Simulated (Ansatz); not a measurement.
`[Na][SH]` + HBr → `[Na][Br]` + H₂S at 298.15 K and 1 bar (ligand exchange at the Na–S bond).

Program: Ansatz. Geometries: PBE0-D4/def2-TZVP. ΔE: electronic, gas phase. CCSD(T)/CBS is the MP2 limit (def2-TZVPP, def2-QZVPP) plus CCSD(T) − MP2 in def2-TZVPP, frozen cores. This one scheme is used for every species. For Br, Na outer-core shells are correlated without core-valence functions, which leaves a few kJ/mol of doubt a bond. Scalar relativity is left out up to krypton.

```
   species  CCSD(T)/CBS energy (Eh)  H − E (kJ/mol)  S (J/(mol·K))
`[Na][SH]`               -560.50072            32.2          256.3
       HBr              -2573.91920            24.6          198.6
`[Na][Br]`              -2735.48480            11.6          241.1
       H₂S               -398.97279            49.9          205.7
```

H − E and S are ideal-gas, rigid-rotor, harmonic terms from PBE0-D4/def2-TZVP. 1 Eh = 2625.50 kJ/mol, R = 8.31446 J/(mol·K).

By hand: ΔE, ΔH, ΔS and ΔG.

ΔE = (-2735.48480) + (-398.97279) − (-560.50072) − (-2573.91920) = -0.03767 Eh = -98.9 kJ/mol. Δ(H − E) = 11.6 + 49.9 − 32.2 − 24.6 = 4.7, so ΔH = -94.2 kJ/mol. ΔS = 241.1 + 205.7 − 256.3 − 198.6 = -8.1 J/(mol·K). ΔG = -94.2 − 298.15 × (-8.1)/1000 = -91.8 kJ/mol.

By hand: the equilibrium constant, and the temperature at which ΔG would vanish if ΔH and ΔS stayed fixed.

log₁₀ K = −ΔG/(RT ln 10) = 16.1. ΔG = 0 at ΔH/ΔS = 11630 K, far beyond where these terms or the molecules hold.

The number of gas molecules stays the same, so ΔS is small and ΔH decides. A doubt of 5 kJ/mol in ΔE shifts log₁₀ K by 0.9 here. These are equilibria of isolated gas molecules and say nothing of rates. Largest T1 diagnostic: 0.009 (customary marks: 0.02 for closed shells, 0.045 for open ones).
